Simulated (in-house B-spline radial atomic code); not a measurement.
# The ytterbium ion Yb⁷⁺: [Ne] 3s1 3p6 3d10 4s2 4p6 4d10 4f12 5s2 5p4 (with a hole in an inner shell)

All numbers are computed (Dirac-Hartree-Fock, average of configuration; Fermi nucleus of rms radius 5.3108 fm) with an all-electron radial atomic-structure program (B-spline basis), not measured.

Screening seen three ways: the hydrogenic charge with the same mean radius, Z_r = [3n² - l(l+1)]/(2<r>), the one with the same energy, Z_e = n√(-2ε), and Slater's rules. Values are occupation-weighted means over j. An effective charge above Z reflects the relativistic contraction of the inner shells.

```
shell  electrons   ε (eV)  <r> (bohr)    Z_r    Z_e  Slater
   1s          2   -61898     0.01966  76.30  67.45   69.70
   2s          2   -10755     0.08271  72.54  56.23   65.85
   2p          6  -9548.3     0.07373  67.82  52.98   65.85
   3s          1  -2600.5      0.2157  62.58  41.48   59.10
   3p          6  -2211.9      0.2142  58.35  38.25   59.10
   3d         10  -1738.9      0.1949  53.88  33.92   49.85
   4s          2  -636.43      0.4832  49.67  27.36   43.10
   4p          6   -509.3      0.5109  45.02  24.47   43.10
   4d         10  -332.32      0.5474  38.36  19.77   31.85
   5s          2  -168.78       1.122  33.42  17.61   15.75
   4f         12  -137.73      0.6289  28.62  12.73   21.15
   5p          4  -133.78        1.25  29.21  15.68   15.75
```

The least bound orbital is 5p3/2 at -130.8 eV, and it is also the most diffuse (<r> = 1.272 bohr). The part-filled 3s shell lies below the filled 5s shell in orbital energy.

Spin-orbit splittings of the orbital energies (j = l + 1/2 above j = l - 1/2 when positive): 2p 1051 eV, 3p 228.8 eV, 3d 49.63 eV, 4p 53.37 eV, 4d 10.06 eV, 4f 1.789 eV, 5p 8.886 eV.

For the 1s electron the small component carries 6.9 % of the norm, the zero-frequency Breit interaction raises the level by 201.4 eV, self-energy by 124.3 eV, and vacuum polarisation lowers it by 22.14 eV.
